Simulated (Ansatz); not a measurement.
A nudged elastic band was laid between two geometries of C4H5Br (10 atoms, charge 0, multiplicity 1).

Method: Ansatz 0.2.0, RKS PBE0-D4/def2-SVP.

```yaml
movable_images: 3
climbing_image: yes
spring: 5.0 eV/Å²
optimiser: quadratic models (default)
start_path: IDPP
force_threshold: 0.03 eV/Å
iteration_limit: 60
end_points: relaxed
```

Initial state:

```xyz
10
Properties=species:S:1:pos:R:3
C -0.647 -1.302 1.246
C -0.177 -0.776 0.106
C 0.157 0.627 -0.063
C 0.622 1.129 -1.215
Br 1.052 2.934 -1.454
H -0.886 -2.365 1.325
H -0.807 -0.684 2.135
H -0.030 -1.425 -0.766
H 0.016 1.290 0.797
H 0.784 0.520 -2.108
```

Final state:

```xyz
10
Properties=species:S:1:pos:R:3
C -0.840 -1.395 0.363
C 0.403 -0.905 0.261
C 0.761 0.503 0.087
C 0.003 1.392 -0.565
Br 0.459 3.201 -0.740
H -1.017 -2.468 0.467
H -1.718 -0.742 0.363
H 1.248 -1.600 0.328
H 1.721 0.830 0.500
H -0.936 1.133 -1.060
```

(1) Which bonds break or form, and what moves?

(2) What energy profile does the band end with?

(3) What is the geometry of the highest image?

Answers

(1) No bond is made or broken. The dihedral H8–C2–C3–H9 goes from 180 to -29°.

(2) The run converged. The highest image is number 2 of 0 to 4, 30.7 kJ/mol above the first end and 17.4 kJ/mol above the last; the last end lies 13.3 kJ/mol above the first. Another band between the same ends (9 images) ends at a top of the same energy, where a vibrational analysis finds 1 clearly imaginary mode. So few images can step over the top or miss a turn of the path.

| image | path coordinate (Å) | energy (kJ/mol) | dihedral H8–C2–C3–H9 (°) |
| --- | --- | --- | --- |
| 0 | 0.00 | 0.0 | 180 |
| 1 | 1.16 | 15.6 | -144 |
| 2 | 2.31 | 30.7 | -100 |
| 3 | 3.31 | 21.7 | -63 |
| 4 | 4.31 | 13.3 | -29 |

(3) 
```xyz
10
Properties=species:S:1:pos:R:3:forces:R:3
C -0.845 -1.307 0.924 0.00 0.00 0.00
C 0.199 -0.871 0.219 0.01 0.00 -0.01
C 0.561 0.556 0.054 0.00 0.01 0.01
C 0.286 1.245 -1.053 0.00 -0.02 0.00
Br 0.750 3.049 -1.289 0.00 0.02 0.00
H -1.054 -2.376 1.022 0.00 0.00 0.00
H -1.528 -0.613 1.425 0.00 0.00 0.00
H 0.860 -1.603 -0.266 -0.01 0.00 0.00
H 1.088 1.053 0.878 0.00 0.00 0.00
H -0.234 0.816 -1.913 0.00 0.00 0.00
```

The run took 58 s on 2 threads of Arm Neoverse V2, with other jobs on the host, peak memory 0.27 GiB.
